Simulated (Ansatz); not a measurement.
Geometry optimisation, RKS PBE-D4/6-31G in Ansatz 0.2.0.

Input file:

```yaml
crystal:
  periodic: [false, false, false]
  atoms:
    - { symbol: Al, position_ang: [0.0, 0.0, 0.0] }
    - { symbol: Cl, position_ang: [0.0, 0.0, 2.23] }
    - { symbol: "N", position_ang: [1.6627, 0.0, -0.96] }
    - { symbol: H, position_ang: [2.1293, -0.9179, -1.2118] }
    - { symbol: H, position_ang: [2.1141, 0.9179, -1.2382] }
    - { symbol: O, position_ang: [-1.5415, 0.0, -0.89] }
    - { symbol: Si, position_ang: [-2.6907, -1.2238, -0.8267] }
    - { symbol: H, position_ang: [-2.2881, -2.2198, 0.162] }
    - { symbol: H, position_ang: [-3.9833, -0.6595, -0.4496] }
    - { symbol: H, position_ang: [-2.8007, -1.8572, -2.1376] }
basis:
  gaussian: { orbitals: "6-31G" }
hamiltonian:
  xc: pbe
  dispersion: d4
relax:
  f_tol: 0.02
  max_steps: 40
```

Command:

```bash
$ ansatz run input.yaml --threads 1 --pin off --max-ram 2048MiB --backend cpu --events-out ev --progress --plain --runs-dir out
```

**Question.** Where does it end, and by what steps?

**Answer.** The run converged. The force dipped under the threshold on the way, but the program's further checks kept it going. Limits of this set-up: no polarisation functions. After 17 steps the energy has fallen by 1.056 eV; H4 moved furthest, 1.61 Å.

```tsv
step	energy less start (eV)	largest force component (eV/Å)	accepted
0	0.0000	2.184	yes
1	-0.4439	1.262	yes
2	-0.5592	1.082	yes
3	-0.6568	0.543	yes
4	-0.7272	0.796	yes
5	-0.8251	0.542	yes
6	-0.9072	0.378	yes
7	-0.9776	0.240	yes
8	-1.0237	0.181	yes
9	-1.0487	0.056	yes
10	-1.0543	0.045	yes
11	-1.0536	0.101	no
12	-1.0549	0.010	yes
13	-1.0538	0.189	no
14	-1.0553	0.030	yes
15	-1.0554	0.023	yes
16	-1.0554	0.046	yes
17	-1.0555	0.005	yes
```

```xyz
10
Properties=species:S:1:pos:R:3
Al 0.274 -0.306 0.104
Cl 0.635 -0.338 2.274
N 1.635 0.215 -0.925
H 2.544 0.490 -0.556
H 1.589 0.271 -1.940
O -1.249 -0.765 -0.513
Si -2.847 -1.268 -0.858
H -3.271 -2.370 0.093
H -3.798 -0.096 -0.721
H -2.910 -1.793 -2.279
```

The run took 82 s on 1 thread of Arm Neoverse V1, with other jobs on the host, peak memory 0.18 GiB.
